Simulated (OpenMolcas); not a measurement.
Cr3+, Mo3+, W3+: d3 down the group

```yaml
Program: OpenMolcas 26.06
Method: XMS-CASPT2, IPEA 0.25 Eh, imaginary shift 0.1 Eh
Basis: ANO-RCC-VTZP
Scalar_Hamiltonian: DKH2, point nucleus
Spin-orbit_coupling: RASSI with atomic mean-field integrals over the reference wave functions, term energies averaged over their components
```

Active space for each ion: 3 electrons in 10 orbitals (d d); closed shells correlated by CASPT2: Cr3+ 3s 3p; Mo3+ 4s 4p; W3+ 5s 5p.

Computed levels in cm-1 above 4F 3/2:

| Level | Cr3+ | Mo3+ | W3+ |
| --- | --- | --- | --- |
| 4F 5/2 | 248 | 757 | 3640 |
| 4F 7/2 | 587 | 1721 | 6980 |
| 4F 9/2 | 1009 | 2830 | 9700 |
| 4P 1/2 | 14780 | 10930 | 12090 |
| 4P 5/2 | 15190 | 12180 | 18130 |
| 2G 7/2 | 16150 | 12790 | 16370 |
| 2G 9/2 | 16520 | 13520 | 25710 |
| 2P 1/2 | 20700 | 15120 | 19140 |
| 2H 9/2 | 22190 | 17280 | 17340 |
| weight of 4F in the lowest level (%) | 100 | 99 | 88 |

Mixed levels, with the weight of the term that names them: W3+ 4P 1/2 (55 %), W3+ 2G 9/2 (52 %), W3+ 2P 1/2 (55 %), W3+ 2H 9/2 (53 %).

Measured, with the error of the calculation in %. Measured levels: Cr3+ from Sugar and Corliss, J. Phys. Chem. Ref. Data 6, 317 (1977); Mo3+ from Sugar and Musgrove, J. Phys. Chem. Ref. Data 17, 155 (1988); W3+ from the list in J. Phys. B 45, 035001 (2012).

```csv
Level,Cr3+,Mo3+,W3+
4F 5/2,236 (+5.1),778 (-2.8),3537 (+2.9)
4F 7/2,556 (+5.6),1760 (-2.2),6745 (+3.5)
4F 9/2,946 (+6.8),2865 (-1.2),9256 (+4.8)
4P 1/2,14059 (+5.1),10338 (+5.7),11773 (+2.7)
4P 5/2,14471 (+5.0),11612 (+4.9),17190 (+5.5)
2G 7/2,15052 (+7.3),11580 (+10.4),15261 (+7.3)
2G 9/2,15402 (+7.2),12311 (+9.8),
2P 1/2,19519 (+6.1),14348 (+5.4),18365 (+4.2)
2H 9/2,21066 (+5.3),15995 (+8.0),
```

The fine-structure level 4F 9/2 changes by a factor of 9.61 from Cr3+ to W3+.

Without spin-orbit coupling 4P lies 14460, 10090, 9910 cm-1 above 4F in that order; the difference to the level 4P 1/2, of either sign, comes from spin-orbit coupling, which also lowers the zero.

Term energies are means over components that CASPT2 splits; among the terms shown or strongly mixed into the levels shown the widest spread is 1400 cm-1 (3d3 4F, Cr3+). Over all roots computed the reference weight is 0.90 to 0.96 in W3+; the roots of lowest weight are the least certain, and an intruder state may touch them. Active for correlation alone: 4d; no level in the range computed is led by a configuration that fills it, so any true level of that kind is missing (holds for Cr3+). Active for correlation alone: 5d; no level in the range computed is led by a configuration that fills it, so any true level of that kind is missing (holds for Mo3+). Active for correlation alone: 6d; no level in the range computed is led by a configuration that fills it, so any true level of that kind is missing (holds for W3+). The CASPT2 spread within a term exceeds the gap to the next term for 5d3 2D(1) and 5d3 2H, so the order of their levels is uncertain (holds for W3+). Measured partners are found by configuration, term and J. A level has none where our copy of the source lacks it or the pairing is in doubt (some pairs that miss far off the trend of their configuration count as doubtful), and it then counts in no deviation. Only configurations of the active space appear.

A number in round brackets counts repeated terms of one configuration in the order of the reference energies.
